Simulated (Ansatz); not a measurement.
C2H9AlBNO2 (SMILES CB(C)[NH][Al]([OH])[OH]), singlet, at a GFN2-xTB geometry (such geometries of metal compounds can be far from the true shape), with bond 14-4 at 1.8 times its length; SC-NEVPT2/STO-3G, CASSCF(2,2) in Ansatz (a quantum-chemistry and plane-wave program).

Input for Ansatz:
Ansatz 0.2 input:
```yaml
crystal:
  periodic: [false, false, false]
  atoms:
    - {symbol: B, position_ang: [-1.65877649, -0.13739922, 0.11726599]}
    - {symbol: C, position_ang: [-2.91166542, -0.91380236, 0.71910536]}
    - {symbol: C, position_ang: [-1.87505516, 1.08000871, -0.87864715]}
    - {symbol: N, position_ang: [-0.35591589, -0.51719335, 0.46773466]}
    - {symbol: Al, position_ang: [1.31250986, 0.01838857, -0.00620377]}
    - {symbol: O, position_ang: [2.46440418, -0.72659408, 0.90655327]}
    - {symbol: O, position_ang: [1.71362080, 1.07559760, -1.20971900]}
    - {symbol: H, position_ang: [-2.64978348, -1.84576163, 1.21627064]}
    - {symbol: H, position_ang: [-3.64592323, -1.14344160, -0.05026561]}
    - {symbol: H, position_ang: [-3.42210984, -0.29011262, 1.45182521]}
    - {symbol: H, position_ang: [-1.99691940, 0.71807021, -1.89873230]}
    - {symbol: H, position_ang: [-1.01908107, 1.75197840, -0.87291762]}
    - {symbol: H, position_ang: [-2.76384310, 1.66239764, -0.64598625]}
    - {symbol: H, position_ang: [-0.23421854, -1.90445441, 1.64710119]}
    - {symbol: H, position_ang: [3.33857711, -0.93282664, 1.20118619]}
    - {symbol: H, position_ang: [1.46617831, 1.64662208, -1.92156572]}
basis:
  gaussian:
    orbitals: STO-3G
magnetization: {spin_polarized: false}
correlation: {method: sc_nevpt2, electrons: all, active_space: {window: {electrons: 2, orbitals: 2}}}
```

The log (banner, timings and long lists left out):

```
Functional definition: HF
639 factors; integrals over basis functions are off by at most 8.5e-5 eV
mean field evaluation 1: about -14820.7228 eV, gradient 3.4e1 eV
mean field evaluation 2: about -14820.9035 eV, gradient 3.4e1 eV
mean field evaluation 4: about -14824.9779 eV, gradient 4.6e0 eV
mean field evaluation 8: about -14825.0505 eV, gradient 1.7e-4 eV
mean field -14825.05052333 eV, -544.8105579522 hartree, gradient 2.6e-6 eV, S^2 0.000000; 0 other end points of the search recorded, 0 dependent functions left out; unrestricted orbitals would lower it
reference -14825.05052333 eV, -544.8105579522 hartree; 31, 31 occupied and 17, 17 virtual orbitals, 639 factors
state -14827.52899907 eV, -544.9016402557 hartree
state -14827.52899907 eV, -544.9016402557 hartree; corrected -14834.98486254 eV, -545.1756381843 hartree
Total energy: -14834.98486254 eV, -545.1756381843 hartree
```
